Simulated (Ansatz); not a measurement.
Spin states of F2Ru (SMILES [F][Ru][F]), each relaxed at B3LYP-D3(BJ)/def2-TZVP; lowest solutions found, singlets restricted, no spin–orbit coupling, no relativity up to Kr.
Multiplicity 5 (charge 0, multiplicity 5):
| atom | x (Å) | y (Å) | z (Å) |
|---|---|---|---|
| Ru | -0.0106 | 0.0161 | -0.0231 |
| F | -0.2406 | 1.4073 | -1.2643 |
| F | 0.2179 | -1.3761 | 1.2172 |
Multiplicity 1 (charge 0, multiplicity 1):
```xyz
3

Ru     0.228     0.179     0.116
F     -0.348     1.252    -1.268
F      0.086    -1.384     1.082
```

Codes used: Ansatz (a quantum-chemistry and plane-wave program) with Gaussian orbitals. Values without a source in brackets are computed. In def2 rows elements past Kr take small-core potentials, without spin–orbit coupling.

The energy of multiplicity 1 less that of multiplicity 5 (kcal/mol) and the share of exact exchange:

```json
[
 {"functional": "PBE/def2-TZVPP", "exact exchange (%)": "0", "value": "42.34"},
 {"functional": "PBE0/def2-TZVPP", "exact exchange (%)": "25", "value": "50.57"},
 {"functional": "BLYP/def2-TZVPP", "exact exchange (%)": "0", "value": "38.31"},
 {"functional": "B3LYP/def2-TZVPP", "exact exchange (%)": "20", "value": "44.67"},
 {"functional": "BHLYP/def2-TZVPP", "exact exchange (%)": "50", "value": "52.08"},
 {"functional": "r2SCAN/def2-TZVPP", "exact exchange (%)": "0", "value": "57.19"},
 {"functional": "r2SCANh/def2-TZVPP", "exact exchange (%)": "10", "value": "59.64"}
]
```

Question: Take the value as linear in the share of exact exchange along PBE and PBE0. Give the slope, say whether the sign turns, and set the other functionals against that line.

Answer: 
Slope: (50.57 − (42.34))/2.5 = 3.29 kcal/mol for each 10 %. The line keeps its sign from 0 to 100 %. At 50 % it gives 58.8 kcal/mol. The LYP pair gives (52.08 − (38.31))/5 = 2.75 for each 10 %. BHLYP, at 50 %, lies -6.7 from the PBE line. B3LYP, at 20 %, lies -4.3 from the PBE line. r2SCAN, with none, stands 14.9 from PBE. The r2SCAN pair gives 2.45 for 10 %.
